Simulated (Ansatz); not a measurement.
Job for Ansatz (a quantum-chemistry and plane-wave program): FCI/6-31G on AlN, 2S+1 = 3, a point of a bond scan (R = 1.613 Å).

Ansatz 0.2 input:
```yaml
crystal:
  periodic: [false, false, false]
  atoms:
    - {symbol: Al, position_ang: [-0.00000000, -0.00000000, -0.62738212]}
    - {symbol: N, position_ang: [0.00000000, 0.00000000, 0.98588619]}
basis:
  gaussian:
    orbitals: 6-31G
magnetization: {spin_polarized: false, initial_magnetization: 2}
correlation: {method: fci, electrons: outside_noble_gas}
```

Program output:

```
Functional definition: HF
[...]
integrals: 0.00 GiB planned
456 factors; integrals over basis functions are off by at most 8.3e-8 eV
mean field: 0.06 GiB planned
mean field evaluation 1: about -8056.4806 eV, gradient 2.5e1 eV
mean field evaluation 2: about -8056.5121 eV, gradient 2.5e1 eV
mean field evaluation 4: about -8058.9770 eV, gradient 2.7e0 eV
mean field evaluation 8: about -8059.6783 eV, gradient 2.0e0 eV
mean field evaluation 16: about -8059.7785 eV, gradient 2.3e-4 eV
mean field evaluation 32: about -8057.8881 eV, gradient 6.3e-3 eV
mean field evaluation 64: about -8058.6770 eV, gradient 3.1e0 eV
mean field evaluation 96: about -8059.6841 eV, gradient 1.7e0 eV
mean field evaluation 128: about -8059.7777 eV, gradient 4.1e-1 eV
mean field evaluation 160: about -8057.8708 eV, gradient 9.3e-2 eV
mean field evaluation 192: about -8058.9361 eV, gradient 2.7e0 eV
mean field -8059.77847973 eV, -296.1913960162 hartree, gradient 2.8e-6 eV, S^2 2.000000; 14 other end points of the search recorded, 0 dependent functions left out
mean field evaluation 224: about -8059.9177 eV, gradient 3.0e-4 eV
mean field evaluation 256: about -8059.9216 eV, gradient 3.0e-2 eV
mean field evaluation 288: about -8059.6625 eV, gradient 2.8e-1 eV
mean field evaluation 320: about -8059.9188 eV, gradient 1.2e-1 eV
determinant -8059.77847973 eV, -296.1913960162 hartree, with singles and doubles -8063.10835190 eV, -296.3137665612 hartree
determinant -8057.88810469 eV, -296.1219260148 hartree, with singles and doubles -8061.82651849 eV, -296.2666600521 hartree
6 core orbitals not correlated
reference -8059.77847973 eV, -296.1913960162 hartree; 5, 3 occupied and 11, 13 virtual orbitals, 456 factors
configuration interaction: 0.28 GiB planned
state -8063.27200049 eV, -296.3197805361 hartree
Total energy: -8063.27200049 eV, -296.3197805361 hartree
```

The calculation finished and met its thresholds.

Cost: roughly 13 core-seconds.
